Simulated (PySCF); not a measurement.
VOF2, SMILES [O]=[V]([F])[F] (connectivity only; charge and spin as stated), neutral, multiplicity 2. Atoms are numbered in the order given.

```xyz
4

V     -0.1183    -0.0471     0.0000
O      0.1176    -1.5753     0.0000
F      0.0989     0.7603    -1.5166
F      0.0989     0.7603     1.5166
```
Charge 0, spin multiplicity 2.

The structure is a stationary point at PBE0-D3(BJ)/def2-SVP. The spin state was assumed, not searched. The isomer is the one that the SMILES or the coordinates give; other isomers of the formula were not compared.

These are PySCF with TDA-PBE/def2-SVPD values and carry that method's errors.

Vertical excitations. 

Computed UV-visible absorptions:
```json
[
 {"state": "root 1", "energy (eV)": "0.76", "λ (nm)": "1628", "f": "0.000", "main pairs": "α HOMO→LUMO 100 %"},
 {"state": "root 2", "energy (eV)": "1.84", "λ (nm)": "674", "f": "0.002", "main pairs": "α HOMO→LUMO+1 99 %"},
 {"state": "root 3", "energy (eV)": "3.39", "λ (nm)": "366", "f": "0.001", "main pairs": "α HOMO→LUMO+2 97 %"},
 {"state": "root 4", "energy (eV)": "3.77", "λ (nm)": "329", "f": "0.005", "main pairs": "α HOMO→LUMO+3 93 %"},
 {"state": "root 5", "energy (eV)": "3.94", "λ (nm)": "315", "f": "0.001", "main pairs": "α HOMO−1→LUMO 88 %, β HOMO→LUMO 7 %"},
 {"state": "root 6", "energy (eV)": "4.39", "λ (nm)": "283", "f": "0.000", "main pairs": "α HOMO−2→LUMO 82 %, β HOMO−1→LUMO 16 %"},
 {"state": "root 7", "energy (eV)": "4.41", "λ (nm)": "281", "f": "0.001", "main pairs": "α HOMO−1→LUMO 6 %, β HOMO→LUMO 91 %"},
 {"state": "root 8", "energy (eV)": "4.64", "λ (nm)": "267", "f": "0.000", "main pairs": "α HOMO−3→LUMO 64 %, α HOMO−1→LUMO+1 14 %, β HOMO−2→LUMO 16 %"},
 {"state": "root 9", "energy (eV)": "4.65", "λ (nm)": "267", "f": "0.001", "main pairs": "β HOMO→LUMO+1 94 %"},
 {"state": "root 10", "energy (eV)": "4.76", "λ (nm)": "260", "f": "0.000", "main pairs": "α HOMO−1→LUMO+1 62 %, α HOMO−3→LUMO 12 %, β HOMO−1→LUMO 13 %, β HOMO→LUMO+2 7 %"}
]
```
Unrestricted roots are not spin-pure.
